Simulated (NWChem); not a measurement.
CH3Si (+1)

```xyz
5

C     -0.2870    -1.0870     0.0000
Si     0.1967     0.5779     0.0000
H     -0.1917    -1.6954    -0.9276
H     -0.1917    -1.6954     0.9276
H     -0.6476     1.8225     0.0000
```
Charge +1, spin multiplicity 1.

Everything below was run with NWChem. All single points use one geometry, from PBE/def2-SVP, a minimum by its harmonic frequencies.

Symmetry labels belong to the abelian group Cs used in the runs, with the axes of the coordinates shown.

The spin multiplicity of the parent species was assumed, not shown to be that of its ground state. The structure started from a generated list of species.

Q: List the lowest 4 singlet excitations that TDA-PBE0/def2-SVPD gives, with oscillator strengths.

A: 
```json
[
 {"state": "1", "symmetry": "a\"", "energy (eV)": "2.95", "wavelength (nm)": "420", "f": "0.009"},
 {"state": "2", "symmetry": "a'", "energy (eV)": "4.40", "wavelength (nm)": "282", "f": "0.192"},
 {"state": "3", "symmetry": "a\"", "energy (eV)": "6.33", "wavelength (nm)": "196", "f": "0.000"},
 {"state": "4", "symmetry": "a'", "energy (eV)": "6.46", "wavelength (nm)": "192", "f": "0.072"}
]
```
